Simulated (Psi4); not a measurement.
Psi4 input (wB97X-D/6-311+G**):

```
memory 1500 MB

molecule {
1 1
C    -0.59228900   -0.52606600   -0.26946000
C     0.65778700   -0.50181500   -0.12513500
O    -0.06076300    0.77407900    0.39623000
H    -1.61871900   -0.79151600   -0.45819800
H     1.70961200   -0.72694800   -0.07393200
H     0.00222300    1.49311500   -0.27014200
symmetry c1
no_reorient
no_com
}

set {
  basis 6-311+G**
  reference rks
  scf_type pk
  dft_radial_points 99
  dft_spherical_points 590
  e_convergence 1e-8
  d_convergence 1e-7
  maxiter 150
}

e = energy('wb97x-d')
print_out(f'\nFINAL {e:.10f} DIPOLE {variable("CURRENT DIPOLE")[0]:.6f} {variable("CURRENT DIPOLE")[1]:.6f} {variable("CURRENT DIPOLE")[2]:.6f}\n')
```

Output:

```
   => Loading Basis Set <=

    Name: 6-311+G**
    Role: ORBITAL
    Keyword: BASIS
    atoms 1-2 entry C          line   129 file 6-311pgss.gbs
    atoms 3   entry O          line   171 file 6-311pgss.gbs
    atoms 4-6 entry H          line    42 file 6-311pgss.gbs

   => WB97X-D: Empirical Dispersion <=

    Chai and Head-Gordon Dispersion Correction
    Chai, J.-D.; Head-Gordon, M. (2010), J. Chem. Phys., 132: 6615-6620

        s6 =       1.000000

         ---------------------------------------------------------
                                   SCF
               by Justin Turney, Rob Parrish, Andy Simmonett
                          and Daniel G. A. Smith
                              RKS Reference
         ---------------------------------------------------------

  ==> Geometry <==

    Molecular point group: c1
    Full point group: C1

    Geometry (in Angstrom), charge = 1, multiplicity = 1:

       Center              X                  Y                   Z               Mass
    ------------   -----------------  -----------------  -----------------  -----------------
         C           -0.592289000000    -0.526066000000    -0.269460000000    12.000000000000
         C            0.657787000000    -0.501815000000    -0.125135000000    12.000000000000
         O           -0.060763000000     0.774079000000     0.396230000000    15.994914619570
         H           -1.618719000000    -0.791516000000    -0.458198000000     1.007825032230
         H            1.709612000000    -0.726948000000    -0.073932000000     1.007825032230
         H            0.002223000000     1.493115000000    -0.270142000000     1.007825032230

  Running in c1 symmetry.

  Rotational constants: A =      1.05813  B =      0.73031  C =      0.44980 [cm^-1]
  Rotational constants: A =  31721.82223  B =  21894.28429  C =  13484.72565 [MHz]
  Nuclear repulsion =   67.890534623099015

  Charge       = 1
  Multiplicity = 1
  Electrons    = 22
  Nalpha       = 11
  Nbeta        = 11

  ==> Algorithm <==

  SCF Algorithm Type is PK.
  DIIS enabled.
  MOM disabled.
  Fractional occupation disabled.
  Guess Type is SAD.
  Energy threshold   = 1.00e-08
  Density threshold  = 1.00e-07
  Integral threshold = 1.00e-12

  ==> Primary Basis <==

  Basis Set: 6-311+G**
    Blend: 6-311+G**
    Number of shells: 42
    Number of basis functions: 84
    Number of Cartesian functions: 87
    Spherical Harmonics?: true
    Max angular momentum: 2

  ==> DFT Potential <==

   => LibXC <=

    Version 7.1.2
    S. Lehtola, C. Steigemann, M. J. T. Oliveira, and M. A. L. Marques,  SoftwareX 7, 1–5 (2018) (10.1016/j.softx.2017.11.002)

   => Composite Functional: WB97X-D <=

    wB97X-D Hyb-GGA Exchange-Correlation Functional

    J.-D. Chai and M. Head-Gordon,  Phys. Chem. Chem. Phys. 10, 6615–6620 (2008) (10.1039/B810189B)

    Deriv               =              1
    GGA                 =           TRUE
    Meta                =          FALSE

    Exchange Hybrid     =           TRUE
    MP2 Hybrid          =          FALSE

   => Exchange-Correlation Functionals <=

    1.0000   wB97X-D range-separated functional

   => Exact (HF) Exchange <=

    0.7780            HF,LR [omega = 0.2000]
    0.2220               HF

   => LibXC Density Thresholds  <==

    XC_HYB_GGA_XC_WB97X_D:  1.00E-14

   => Molecular Quadrature <=

    Radial Scheme          =       TREUTLER
    Pruning Scheme         =           NONE
    Nuclear Scheme         =       TREUTLER

    Blocking Scheme        =         OCTREE
    BS radius alpha        =              1
    Pruning alpha          =              1
    Radial Points          =             99
    Spherical Points       =            590
    Total Points           =         338664
    Total Blocks           =           2479
    Max Points             =            256
    Max Functions          =             84
    Weights Tolerance      =       1.00E-15

  ==> Integral Setup <==

  Using in-core PK algorithm.
   Calculation information:
      Number of atoms:                   6
      Number of AO shells:              42
      Number of primitives:             75
      Number of atomic orbitals:        87
      Number of basis functions:        84

      Integral cutoff                 1.00e-12
      Number of threads:                 1

  Performing in-core PK
  Using 19122705 doubles for integral storage.
  We computed 406858 shell quartets total.
  Whereas there are 408156 unique shell quartets.

  Computing range-separated integrals for PK
  We computed 406858 wK shell quartets total.
  Whereas there are 408156 wK unique shell quartets.

  ==> DiskJK: Disk-Based J/K Matrices <==

    J tasked:                  Yes
    K tasked:                  Yes
    wK tasked:                 Yes
    Omega:               2.000E-01
    Schwarz Cutoff:          1E-12


  Cached 50.0% of DFT collocation blocks in 0.369 [GiB].

  Minimum eigenvalue in the overlap matrix is 1.0042836861E-04.
  Reciprocal condition number of the overlap matrix is 1.3176320707E-05.
    Using symmetric orthogonalization.

  ==> Pre-Iterations <==

  SCF Guess: Superposition of Atomic Densities via on-the-fly atomic UHF (no occupation information).

   -------------------------
    Irrep   Nso     Nmo
   -------------------------
     A         84      84
   -------------------------
    Total      84      84
   -------------------------

  ==> Iterations <==

                        Total Energy        Delta E     RMS |[F,P]|

   @RKS iter SAD:  -152.51437405780032   -1.52514e+02   0.00000e+00
   @RKS iter   1:  -152.72872559454700   -2.14352e-01   3.95182e-03 ADIIS/DIIS
   @RKS iter   2:  -152.76738309159279   -3.86575e-02   2.21990e-03 ADIIS/DIIS
   @RKS iter   3:  -152.77784496023028   -1.04619e-02   8.35711e-04 ADIIS/DIIS
   @RKS iter   4:  -152.77943738508137   -1.59242e-03   2.31766e-04 ADIIS/DIIS
   @RKS iter   5:  -152.77959557006670   -1.58185e-04   4.27041e-05 DIIS
   @RKS iter   6:  -152.77960201458134   -6.44451e-06   4.43890e-06 DIIS
   @RKS iter   7:  -152.77960223410389   -2.19523e-07   1.11987e-06 DIIS
   @RKS iter   8:  -152.77960225206510   -1.79612e-08   3.13940e-07 DIIS
   @RKS iter   9:  -152.77960225419284   -2.12773e-09   1.09897e-07 DIIS
   @RKS iter  10:  -152.77960225437027   -1.77437e-10   2.12914e-08 DIIS
  Energy and wave function converged.

  ==> Post-Iterations <==

   Electrons on quadrature grid:
      Ntotal   =   21.9999997549 ; deviation = -2.451e-07

    Orbital Energies [Eh]
    ---------------------

    Doubly Occupied:

       1A    -19.623969     2A    -10.647607     3A    -10.646031
       4A     -1.496523     5A     -1.159300     6A     -0.970042
       7A     -0.918686     8A     -0.868504     9A     -0.784188
      10A     -0.769455    11A     -0.643437

    Virtual:

      12A     -0.202044    13A     -0.193566    14A     -0.120760
      15A     -0.105659    16A     -0.087206    17A     -0.069728
      18A     -0.043131    19A     -0.027581    20A     -0.009105
      21A      0.006626    22A      0.013775    23A      0.015995
      24A      0.054002    25A      0.065789    26A      0.075145
      27A      0.125794    28A      0.153787    29A      0.163864
      30A      0.229951    31A      0.297154    32A      0.325225
      33A      0.397432    34A      0.406448    35A      0.411277
      36A      0.435927    37A      0.506852    38A      0.542446
      39A      0.659285    40A      0.684285    41A      0.744812
      42A      0.790994    43A      0.796933    44A      0.860391
      45A      0.935214    46A      0.937669    47A      1.105643
      48A      1.160677    49A      1.198027    50A      1.274261
      51A      1.340998    52A      1.371513    53A      1.408877
      54A      1.438646    55A      1.476184    56A      1.599680
      57A      1.607327    58A      1.742035    59A      1.830322
      60A      1.852849    61A      2.206787    62A      2.213691
      63A      2.333452    64A      2.377746    65A      2.471700
      66A      2.520596    67A      2.523728    68A      2.527067
      69A      2.649330    70A      2.782050    71A      2.933463
      72A      2.947319    73A      3.003162    74A      3.079089
      75A      3.491055    76A      3.535719    77A      3.613756
      78A      3.700188    79A      4.947246    80A      4.976344
      81A      5.277717    82A     23.374760    83A     24.632538
      84A     49.653161

    Final Occupation by Irrep:
              A
    DOCC [    11 ]
    NA   [    11 ]
    NB   [    11 ]

  @RKS Final Energy:  -152.77960225437027

   => Energetics <=

    Nuclear Repulsion Energy =             67.8905346230990148
    One-Electron Energy =                -334.7667715548776641
    Two-Electron Energy =                 128.0762777404162875
    DFT Exchange-Correlation Energy =     -13.9788785922390062
    Empirical Dispersion Energy =          -0.0007644707689315
    VV10 Nonlocal Energy =                  0.0000000000000000
    Total Energy =                       -152.7796022543702747

Computation Completed

Properties will be evaluated at   0.000000,   0.000000,   0.000000 [a0]

Properties computed using the SCF density matrix

 Multipole Moments:

 ------------------------------------------------------------------------------------
     Multipole            Electronic (a.u.)      Nuclear  (a.u.)        Total (a.u.)
 ------------------------------------------------------------------------------------

 L = 1.  Multiply by 2.5417464519 to convert [e a0] to [Debye]
 Dipole X            :          0.0834851            0.0000000            0.0834851
 Dipole Y            :         -0.0544361           -0.0000057           -0.0544417
 Dipole Z            :         -0.7139580           -0.0000038           -0.7139617
 Magnitude           :                                                    0.7208849

 ------------------------------------------------------------------------------------

FINAL -152.7796022544 DIPOLE 0.083485 -0.054442 -0.713962

*** Psi4 exiting successfully. Buy a developer a beer!
```

The dipole moment of an ion depends on the origin.

The geometry given is a B3LYP-D3(BJ)/def2-TZVP minimum.
